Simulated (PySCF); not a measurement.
```xyz
16

C     -2.4924    -0.2404    -0.0896
C     -1.9076     1.0208    -0.2048
C     -0.5240     1.1572    -0.1555
C      0.2859     0.0276     0.0101
C      1.7542     0.1693     0.0632
N      2.2958     1.3839    -0.0444
S      3.9193     1.4581     0.0229
S      4.1171    -0.6829     0.2661
N      2.5086    -0.9202     0.2175
C     -0.3031    -1.2370     0.1254
C     -1.6873    -1.3676     0.0756
H     -3.5793    -0.3453    -0.1286
H     -2.5352     1.9056    -0.3343
H     -0.0508     2.1367    -0.2441
H      0.3408    -2.1087     0.2540
H     -2.1420    -2.3568     0.1663
```

Charge 0, multiplicity 2.

Give the Mulliken and meta-Löwdin atomic charges from ωB97X-D3(BJ)/def2-SVP // PBE0-D3(BJ)/def2-SVP (PySCF).


| atom | Mulliken (e) | meta-Löwdin (e) |
|---|---|---|
| C1 | 0.01 | -0.09 |
| C2 | 0.00 | -0.10 |
| C3 | 0.00 | -0.09 |
| C4 | 0.00 | -0.01 |
| C5 | 0.11 | 0.21 |
| N6 | -0.32 | -0.41 |
| S7 | 0.22 | 0.27 |
| S8 | 0.22 | 0.27 |
| N9 | -0.32 | -0.41 |
| C10 | 0.00 | -0.09 |
| C11 | 0.00 | -0.10 |
| H12 | 0.01 | 0.10 |
| H13 | 0.01 | 0.10 |
| H14 | 0.02 | 0.12 |
| H15 | 0.02 | 0.12 |
| H16 | 0.01 | 0.10 |
